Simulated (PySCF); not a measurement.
## Electric field gradients and quadrupole coupling constants

Compound: C5H11NO.
Atom-mapped SMILES: `[CH3:1][CH2:2][CH2:3][CH2:4][C:5]([NH2:6])=[O:7]` (hydrogens: H8, H9, H10 on C1; H11, H12 on C2; H13, H14 on C3; H15, H16 on C4; H17, H18 on N6)

Geometry (PBE0-D3(BJ)/def2-SVP, Å), atoms numbered from 1 in this order:
```
atom  x, y, z in Å
C1    -2.9491    0.1207    0.5219
C2    -1.6852   -0.3558   -0.1764
C3    -0.4141    0.2294    0.4221
C4     0.8480   -0.2464   -0.2724
C5     2.1129    0.3653    0.3068
N6     3.2705   -0.0809   -0.2534
O7     2.1008    1.1897    1.1965
H8    -2.9437   -0.1576    1.5878
H9    -3.8534   -0.3129    0.0686
H10   -3.0427    1.2172    0.4712
H11   -1.7353   -0.0986   -1.2496
H12   -1.6352   -1.4588   -0.1382
H13   -0.3494   -0.0206    1.4940
H14   -0.4482    1.3304    0.3866
H15    0.9319   -1.3466   -0.2169
H16    0.8130   -0.0061   -1.3504
H17    3.2861   -0.7621   -0.9972
H18    4.1439    0.2999    0.0848
```

Field gradients from the PBE0/pcSseg-1 density (PySCF, non-relativistic), principal values in atomic units, ordered |Vxx| ≤ |Vyy| ≤ |Vzz|:

| atom | Vxx | Vyy | Vzz |
| --- | --- | --- | --- |
| N6 | 0.4953 | 0.5189 | -1.0143 |
| O7 | 0.7952 | 0.8427 | -1.6379 |

Task: Find the asymmetry η = (Vxx − Vyy)/Vzz and the couplings χ = eQV/h (234.96 MHz × Q in barn × V in au), with Q(14N) = 0.02044 b, Q(17O) = −0.0256 b.

Result: 
```csv
atom,environment,nucleus,η,χzz (MHz),χxx (MHz),χyy (MHz)
N6,amide nitrogen,14N,0.02,-4.871,2.379,2.492
O7,amide oxygen,17O,0.03,9.85,-4.78,-5.07
```

The gradient is axial or nearly so (η below 0.05) at N6 and O7. The tensor is traceless: Vxx + Vyy + Vzz = 0.

Task: What is Vzz at N6 in SI units (1 au = 9.71736 × 10²¹ V/m²)?

Result: -1.0143 au = -9.856 × 10²¹ V/m².

Task: And the gradient at the other heavy atoms, for which no coupling is worked out here?

Result: 
| atom | environment | Vzz (au) | η |
| --- | --- | --- | --- |
| C1 | methyl carbon | 0.040 | 0.08 |
| C2 | chain CH2 carbon | -0.032 | 0.27 |
| C3 | chain CH2 carbon | 0.074 | 0.89 |
| C4 | sp3 carbon next to a carbonyl | 0.043 | 0.37 |
| C5 | amide carbonyl carbon | 0.431 | 0.54 |

Task: What couplings would deuterons (Q(2H) = 0.00286 b) have in place of the hydrogens, at this geometry?

Result: 
```
atom  bonded to  bond length (Å)  Vzz (au)     η  χzz (kHz)
  H8         C1            1.102    0.2902  0.02        195
  H9         C1            1.101    0.2936  0.02        197
 H10         C1            1.102    0.2903  0.02        195
 H11         C2            1.105    0.2826  0.03        190
 H12         C2            1.105    0.2827  0.03        190
 H13         C3            1.103    0.2843  0.04        191
 H14         C3            1.102    0.2844  0.04        191
 H15         C4            1.105    0.2819  0.05        189
 H16         C4            1.105    0.2816  0.04        189
 H17         N6            1.009    0.4104  0.20        276
 H18         N6            1.011    0.4032  0.18        271
```

One conformer (not necessarily the lowest) at the PBE0-D3(BJ)/def2-SVP geometry, without solvent, vibrations or thermal averaging. The basis is small and wasn't made for field gradients, so the couplings can be 20 % off.
